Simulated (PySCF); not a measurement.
Hf(F)3(OH)(OH2) (F₃H₃HfO₂), SMILES [OH][Hf](<-[OH2])([F])([F])[F], multiplicity 1.

The structure is a stationary point at PBE-D3(BJ)/def2-SVP. The spin state was assumed, not searched. The structure was generated by enumeration; whether it is a known compound was not checked. The def2 effective core potentials stand for the cores of Hf; spin–orbit coupling is left out. The values are those of a single conformer.

Calculation: PBE-D3(BJ)/def2-SVP (PySCF 2.14.0).

Frequencies are harmonic and unscaled.

```tsv
mode	ν (cm⁻¹)	IR (km/mol)	moving atoms (share of kinetic energy)
1	85	1.3	O 50 %, F 29 %, H 20 %
2	90	9.7	O 55 %, F 32 %, H 12 %
3	141	1.5	F 60 %, H 17 %, Hf 14 %, O 8 %
4	145	7.3	F 65 %, Hf 15 %, H 12 %
5	178	11.0	F 49 %, H 28 %, O 23 %
6	185	4.8	F 59 %, O 24 %, H 11 %
7	198	103.2	F 69 %, Hf 13 %, H 12 %
8	239	38.6	H 90 %, F 10 %
9	279	0.8	O 78 %, H 15 %
10	286	144.6	H 68 %, O 27 %
11	293	162.2	H 64 %, O 30 %
12	410	274.4	H 70 %, O 22 %
13	512	0.0	H 70 %, O 16 %, F 14 %
14	609	53.3	F 92 %
15	619	153.0	F 76 %, Hf 15 %, H 9 %
16	636	129.2	F 87 %, Hf 12 %
17	701	115.5	O 84 %
18	1552	78.9	H 93 %
19	3668	55.7	H 96 %
20	3767	119.0	H 93 %
21	3897	237.1	H 94 %
```
